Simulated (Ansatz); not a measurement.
The cluster Li6H7⁺. The state is a singlet with charge 1. Geometry PBE0-D4/def2-TZVP, that of the neutral doublet.

Cartesian coordinates in Å:
```
Li 1.067 1.412 -0.262
Li 0.257 0.879 2.193
Li -1.837 -1.731 0.851
Li 0.596 -1.005 0.477
Li -1.621 0.717 0.137
Li -1.094 -1.232 -1.429
H 1.601 0.389 1.115
H 2.601 1.551 -1.604
H -0.074 0.197 -0.945
H -0.914 -0.365 1.622
H 2.431 2.280 -1.523
H -0.468 -2.360 -0.156
H -2.544 -0.731 -0.477
```

The structure comes from a short search, and lower isomers may exist.

**Question.** Estimate the orbital energies around the gap (eV) in Ansatz with PBE-D4/def2-TZVP, r2SCAN-D4/def2-TZVP, PBE0-D4/def2-TZVP.

**Answer.** 
| orbital | PBE-D4/def2-TZVP | r2SCAN-D4/def2-TZVP | PBE0-D4/def2-TZVP |
| --- | --- | --- | --- |
| HOMO−5 | -15.41 | -15.86 | -17.05 |
| HOMO−4 | -12.29 | -12.59 | -13.74 |
| HOMO−3 | -10.59 | -10.83 | -11.87 |
| HOMO−2 | -10.57 | -10.82 | -11.78 |
| HOMO−1 | -9.45 | -9.65 | -10.60 |
| HOMO | -9.06 | -9.24 | -10.20 |
| LUMO | -6.55 | -6.09 | -5.93 |
| LUMO+1 | -4.64 | -3.96 | -4.04 |
| LUMO+2 | -4.51 | -3.88 | -3.85 |
| LUMO+3 | -4.22 | -3.45 | -3.65 |
| LUMO+4 | -3.67 | -2.92 | -3.03 |
| LUMO+5 | -3.44 | -2.62 | -2.87 |
